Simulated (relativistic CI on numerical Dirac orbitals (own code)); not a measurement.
What each ingredient does to the levels of Sm19+

Base calculation: Dirac-Coulomb-Breit CI, KLI orbitals optimised for each configuration, model QED (radiative potential, 1s self-energy scaled to tabulated hydrogen-like ionisation energies), unscaled Slater integrals.

Configuration list (outside the closed core [Ar] 3d10): 4s²4p⁶4d⁷, 4s²4p⁵4d⁸, 4s²4p⁶4d⁶4f, 4s4p⁶4d⁸, 4s²4p⁵4d⁷4f, 4s²4p⁶4d⁶5s, 4s4p⁶4d⁷4f, 4s²4p⁶4d⁶5p, 4s²4p⁶4d⁵4f5s, 4s²4p⁶4d⁶5d, 4s²4p⁶4d⁵5s5p, 4s²4p⁵4d⁷5s, 4s²4p⁶4d⁶5f, 4s²4p⁶4d⁶6s, 4s²4p⁶4d⁶6p, 4s4p⁶4d⁷5s, 4s²4p⁶4d⁶7s, 4p⁶4d⁸4f, 4p⁶4d⁹, 4p⁵4d¹⁰, 4p⁵4d⁹4f, 4s²4p⁶4d⁵5s², 4s²4p⁶4d⁴4f5s², 4s²4p⁵4d⁵4f5s², 4s4p⁶4d⁵4f5s², 4p⁶4d⁸5s, 4p⁵4d⁹5s, 4p⁵4d⁸4f5s, 4p⁶4d⁷5s², 4p⁵4d⁸5s², 4p⁶4d⁶4f5s², 4p⁵4d⁷4f5s². Double excitations out of closed p, d and f shells are left out; levels of such configurations are missing from the list, as are those of other unlisted configurations, and high levels can miss mixing partners.

The lowest level and the first level of each name with at least 55 % of one term (blank where a level has no safe partner in the second run):

| Level | Base (cm⁻¹) | Shift (cm⁻¹) |
| --- | --- | --- |
| 4s²4p⁶4d⁷ ⁴F9/2 | 0 | 0 |
| 4s²4p⁶4d⁷ ⁴F7/2 | 39285 | -5 |
| 4s²4p⁶4d⁷ ⁴P5/2 | 64344 | -5 |
| 4s²4p⁶4d⁷ ⁴P1/2 | 73485 | -4 |
| 4s²4p⁶4d⁷ ²H11/2 | 78594 | -7 |
| 4s²4p⁶4d⁷ ²G7/2 | 86820 | -7 |
| 4s²4p⁶4d⁷ ²D5/2 | 107412 | -9 |
| 4s²4p⁶4d⁷ ²F5/2 | 109825 | -5 |
| 4s²4p⁶4d⁷ ²H9/2 | 120762 | -13 |
| 4s²4p⁶4d⁷ ²P1/2 | 121563 | -10 |
| 4s²4p⁶4d⁷ ²F7/2 | 137624 | -10 |
| 4s²4p⁶4d⁷ ²D3/2 | 141585 | -8 |
| 4s²4p⁵4d⁸ ⁴G°11/2 | 968003 | -310 |
| 4s²4p⁵4d⁸ ²F°7/2 | 994344 | -329 |
| 4s²4p⁶4d⁶4f ⁶G°11/2 | 1073549 | -725 |
| 4s²4p⁶4d⁶4f ⁶G°13/2 | 1077139 | -723 |
| 4s²4p⁵4d⁸ ²H°11/2 | 1083516 | -356 |
| 4s²4p⁶4d⁶4f ⁶F°11/2 | 1110658 | -721 |
| 4s²4p⁶4d⁶4f ⁶H°15/2 | 1111407 | -726 |

At this charge energies of transitions that change n are usually good to better than 1 %, and those within a shell (Δn = 0) to a few per cent. Terms inside the open d or f shell come out 10 to 20 % too wide with unscaled integrals.

Q: One thing was changed in a second run, which moved the levels as shown. Which?
A. one mean potential for all configurations
B. Breit term removed
C. non-relativistic limit
D. QED terms removed
E. configuration mixing switched off
F. P86 correlation estimate

A: A. One mean potential for all configurations. One potential for all configurations removes the relaxation of the orbitals, which moves whole configurations and changes the integrals a little.

LS names give the leading component of a level, which can be under half, so a name can repeat, a term be missing and a line seem to break the LS rules.
